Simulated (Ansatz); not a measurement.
The same path of CH$_{2}$BOS (6 atoms, charge 0, multiplicity 2) was run twice with different band settings.

Level of theory: UKS PBE0-D4/def2-SVP (Ansatz).

Relaxed end points:

```xyz
6
Properties=species:S:1:pos:R:3
O 0.290 -0.718 -1.992
B 0.157 -0.428 -0.703
C 0.022 -0.137 0.618
S -0.072 -0.008 2.252
H 0.084 0.004 -2.596
H -0.482 1.287 2.420
```

```xyz
6
Properties=species:S:1:pos:R:3
O 0.099 -0.102 -2.103
B 0.048 -0.074 -0.776
C -0.021 0.008 0.578
S -0.048 -0.075 2.217
H 0.377 -0.942 -2.482
H -0.455 1.184 2.566
```

Common settings: movable images 5; climbing image yes; spring 5.0 eV/Å²; optimiser quadratic models (default); start path IDPP; end points relaxed.

| run | force threshold | iteration limit |
| --- | --- | --- |
| 1 | 0.05 eV/Å | 45 |
| 2 | 0.2 eV/Å | 60 |

Task: What does each run give, and how far can it be trusted?

Result: Run 1: converged after 18 iterations, highest image 0.130 eV above the first end. A vibrational analysis at the climbing image gives one clearly imaginary mode, 458i cm⁻¹: a first-order saddle point.
Run 2: converged after 3 iterations, highest image 0.451 eV above the first end. The threshold of 0.2 eV/Å is loose, so the images may lie well off the minimum-energy path. The order of the point at the top wasn't checked. Another band between the same ends, with other settings, climbed to 0.130 eV only, so this figure is probably too high.
